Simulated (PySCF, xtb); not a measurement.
VOCl, SMILES [O]=[V][Cl] (connectivity only; charge and spin as stated), neutral, multiplicity 3.

Harmonic wavenumbers (cm⁻¹) from GFN2-xTB (xtb 6.7.1) at its own minimum, in rising order: 181, 396, 1014.

Problem. What does PBE-D3(BJ)/def2-TZVP (PySCF) give at its own minimum? (Estimate from the structure and the level; the computed values follow.)

Solution. 138, 419, 1037. Paired by order, the mean absolute difference is 30 cm⁻¹ and the zero-point energies are 2.3 and 2.3 kcal/mol.
